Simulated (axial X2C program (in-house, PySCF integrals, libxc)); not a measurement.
BAs: properties at the nuclei

Calculated with an in-house all-electron X2C program for linear molecules (integrals from PySCF): two-component X2C with atomic mean-field Coulomb and Gaunt terms, Gaussian nuclei, basis As dyall-cv3z, B dyall-v3z with contracted cores.

R = 1.844 Å (near the PBE0 minimum at charge 0 of the determinant lowest at the starting distance; the state shown can have its own minimum elsewhere).

Determinant lowest in the PBE0 search, Ω = 2 (⟨Sz⟩ = 1.00, ⟨Lz⟩ = 1.00 at PBE0), spin on the atoms As 0.40, B 0.60:

```tsv
level	Eeff magnitude (GV/cm)	Ws magnitude As (kHz)	A∥/gI As (MHz)	qzz As (a.u.)	A∥/gI B (MHz)	qzz B (a.u.)	μ (D)
PBE0	0.516	0.0969	215	-1.82	87.6	-0.25	-0.14
HF	0.71	0.135	233	-2.41	99.7	-0.33	0.49
PBE	0.415	0.0759	225	-1.78	87.3	-0.23	-0.35
LDA	0.343	0.0599	257	-1.82	88.6	-0.23	-0.36
BHandHLYP	0.524	0.0969	207	-1.65	90.6	-0.29	0.05
```

Eeff is the effective electric field on the electron electric dipole moment in this Ω state and Ws the scalar–pseudoscalar constant of the nucleus named (defined with the proton number Z and per Ω); A∥ (defined per Ω) follows by multiplying with gI = μI/(I μN); qzz is the electric field gradient, eQq0 = 234.96 MHz × Q/barn × qzz; μ is positive if the B end (last atom) is positive. The operators were transformed with the bare-nucleus X2C matrices; with these basis sets, hyperfine constants and field gradients can be off by tens of per cent, and where levels differ in sign neither size nor sign is settled.

Q: With gI(75As) = 0.9597, Q(75As) = 0.311 barn, gI(11B) = 1.7924, Q(11B) = 0.04059 barn (g factors from the IAEA table of nuclear moments by Stone; Q from Pyykkö, Mol. Phys. 2018), turn the PBE0 values of the first state into constants in MHz.

A: A∥(75As) = 215 × 0.9597 = 206 MHz; eQq0(75As) = 234.96 × (0.311) × (-1.82) = -133 MHz; A∥(11B) = 87.6 × 1.7924 = 157 MHz; eQq0(11B) = 234.96 × (0.04059) × (-0.25) = -2.38 MHz.

Each state is one determinant with collinear spin, which with several unpaired electrons need not be a pure state. Unrestricted Hartree–Fock can overshoot spin polarisation at the nuclei. With several open shells hyperfine constants can be off by a factor of several. Where Eeff spreads by more than a factor of two the levels disagree and none is to be relied on. Open-shell Ω = 0 determinants with evenly filled partner blocks cannot be reached by this program, so the Ω shown need not be the lowest component. At HF a later determinant lies lower. States lie within half an eV, so the first need not be the ground state. Further determinants of the search, some of them spin-mixed, are not shown.
